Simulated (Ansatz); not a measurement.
Input for Ansatz (development build ahead of 0.2.0):

```yaml
crystal:
  periodic: [false, false, false]
  atoms:
    - { symbol: H, position_ang: [0.99, 0.0, 2.0e-05] }
    - { symbol: H, position_ang: [0.49501, 0.85735, -1.0e-05] }
    - { symbol: H, position_ang: [-0.495, 0.85738, -1.0e-05] }
    - { symbol: H, position_ang: [-0.99002, 0.0, 1.0e-05] }
    - { symbol: H, position_ang: [-0.495, -0.85739, 0.0] }
    - { symbol: H, position_ang: [0.49502, -0.85736, 0.0] }
basis:
  gaussian: { orbitals: cc-pVDZ }
magnetization:
  spin_polarized: true
  initial_magnetization: 2
hamiltonian:
  xc: hf
output:
  forces: true
```

The input is written out in the form of the current development build from the run's settings.

Output:

* Converged: yes
* Total energy: -2.97319 hartree
* Spin squared of the determinant: 2.073
* Stability test: minimum

Forces (eV/Å):
```tsv
atom	Fx	Fy	Fz
H1	0.593	0.001	0.000
H2	7.292	-0.469	0.000
H3	-7.292	-0.468	0.000
H4	-0.592	0.000	0.000
H5	-7.292	0.469	0.000
H6	7.292	0.468	0.000
```

Caution: the determinant breaks the point group.
